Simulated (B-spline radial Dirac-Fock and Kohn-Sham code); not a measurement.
## Two-hole binding energies of Sn³⁺

System: the Sn³⁺ ion, configuration 1s2 2s2 2p6 3s2 3p6 3d10 4s2 4p6 4d10 5s1, inside a Watson sphere of charge -3 and radius 3 Å (a model of the Madelung potential; inside it an electron's potential energy is raised by 14.4 eV).

The computed values come from a radial atomic solver: Dirac-Fock ΔSCF + Breit + QED. U is the two-hole binding energy less the two single-hole energies, the effective repulsion of the holes after relaxation. Each two-hole energy is an average over J within one jj subconfiguration.

```tsv
holes	E(a) (eV)	E(b) (eV)	E(ab) (eV)	U (eV)
1s⁻²	29225.2	29225.2	59254.6	804.2
1s⁻¹ 2p3/2⁻¹	29225.2	3955.4	33389.6	209.0
1s⁻¹ 3p3/2⁻¹	29225.2	742.6	30032.2	64.4
2p1/2⁻¹ 2p3/2⁻¹	4182.9	3955.4	8285.3	146.9
2p3/2⁻²	3955.4	3955.4	8057.5	146.7
2s⁻¹ 3p1/2⁻¹	4497.1	785.2	5339.5	57.3
2p1/2⁻¹ 3p3/2⁻¹	4182.9	742.6	?	?
2p1/2⁻¹ 3d3/2⁻¹	4182.9	518.9	4760.4	58.5
2p3/2⁻¹ 3d3/2⁻¹	3955.4	518.9	4535.5	61.1
2p3/2⁻¹ 3d5/2⁻¹	3955.4	510.5	4524.6	58.7
3d5/2⁻²	510.5	510.5	1068.8	47.8
4d3/2⁻²	48.79	48.79	116.2	18.6
4d3/2⁻¹ 4d5/2⁻¹	48.79	47.75	115.3	18.8
4d5/2⁻²	47.75	47.75	114.1	18.6
```

Q: Give the missing two-hole energy and U.

A: E(ab) = 4983.1 eV and U = 57.5 eV.
